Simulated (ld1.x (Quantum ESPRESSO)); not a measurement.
**Building the RRKJ potential for Cr (PBE, scalar-relativistic).**

ld1.x (Quantum ESPRESSO) 7.5 was run on this input:

```
&input
   title='Cr', zed=24., rel=1, dft='PBE', iswitch=3,
   config='[Ar] 3d3 4s0 4p0',
   nld=3, rlderiv=2.75, eminld=-5.0, emaxld=5.0, deld=0.02
 /
 &inputp
   pseudotype=2, tm=.false., rho0=0.005, lloc=-2, rcloc=1.65,
   nlcc=.false.,
   file_pseudopw='Cr.UPF', file_wfcaegen='ae.wfc', file_wfcncgen='nc.wfc', file_beta='beta', file_chi='chi'
 /
3
4S  1  0   0.00   0.00  2.20  2.20  0.0
4P  2  1   0.00   0.00  2.55  2.55  0.0
3D  3  2   3.00   0.00  1.35  1.35  0.0
 &test
   configts(1)='3d3 4s0 4p0'
 /
```

Command:

```bash
ld1.x < Cr.in > Cr.out
```

The program printed (shortened: banner, matrices, multipoles, cross overlaps and the repeated all-electron block are left out):

```
[... start of the log left out ...]
     l=   0 Node at 1.58319692
     l=   0 Node at 1.60311109
     l=   0 Node at 1.62327574
     l=   0 Node at 1.64369404
     l=   0 Node at 1.66436916
     l=   0 Node at 1.68530435
     l=   0 Node at 1.70650287
     l=   0 Node at 1.72796803
     l=   0 Node at 1.74970319
     l=   0 Node at 1.77171175
     l=   0 Node at 1.79399714
     l=   0 Node at 1.81656285
     l=   0 Node at 1.83941239
     l=   0 Node at 1.86254935
     l=   0 Node at 1.88597734
     l=   0 Node at 1.90970002
     l=   0 Node at 1.93372108
     l=   0 Node at 1.95804430
     l=   0 Node at 1.98267347
     l=   0 Node at 2.00761243
     l=   0 Node at 2.03286508
     l=   0 Node at 2.05843538
     l=   0 Node at 2.08432731
     l=   0 Node at 2.11054492
     l=   0 Node at 2.13709231
     l=   0 Node at 2.16397362
     l=   0 Node at 2.19119306
     l=   0 Node at 2.21875487
      This function has  879 nodes for 0 < r <    2.219

 %%%%%%%%%%%%%%%%%%%%%%%%%%%%%%%%%%%%%%%%%%%%%%%%%%%%%%%%%%%%%%%%%%%%%%%%%%%%%%
     Error in routine compute_phi (1):
     phi has nodes before r_c
 %%%%%%%%%%%%%%%%%%%%%%%%%%%%%%%%%%%%%%%%%%%%%%%%%%%%%%%%%%%%%%%%%%%%%%%%%%%%%%

     stopping ...
```

The run stopped because the RRKJ expansion in Bessel functions gave a pseudo-wave with a node inside its radius.

The run took about 0.06 s on one core of a shared server CPU.
